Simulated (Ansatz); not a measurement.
Consider the isomerisation: `C=C1[SiH2]N1C` → `C=C=C(N)[SiH3]`.

Computed with Ansatz on PBE0-D4/def2-TZVP structures; ΔE is electronic, products minus reactants. CBS: MP2 limit from def2 TZ/QZ plus the TZ coupled-cluster correction, frozen cores. DFT in def2-TZVPP. One conformer a species, not always the lowest.

```csv
species,PBE0 energy (Eh)
`C=C1[SiH2]N1C`,-462.45210
`C=C=C(N)[SiH3]`,-462.44753
```

Task: Work out ΔE.

Result: ΔE = (-462.44753) − (-462.45210) = 0.00457 Eh = +12.0 kJ/mol. CCSD(T)/CBS gives +4.3 kJ/mol.

Task: What do rigid-rotor, harmonic-oscillator terms from PBE0-D4/def2-TZVP frequencies (298.15 K, 1 bar) make of the CCSD(T)/CBS value? (Best estimate.)

Result: Computed: ΔZPE = -7.8 kJ/mol, ΔH = -2.2 kJ/mol, ΔS = 5 J/(mol·K), ΔG = -3.7 kJ/mol.

Largest T1 diagnostic among the species: 0.013.

From r2SCAN to r2SCAN0 (25 % exact exchange), in def2-TZVPP and without D4, ΔE moves by +4.0 kJ/mol. In def2-TZVPP, CCSD(T) changes the Hartree–Fock value by +12.0 kJ/mol (the triples alone add +0.5 kJ/mol) and MP2 by +24.0 kJ/mol. At CCSD(T), def2-SVP lies −4.4 kJ/mol from the extrapolated value and def2-TZVPP −1.5 kJ/mol.
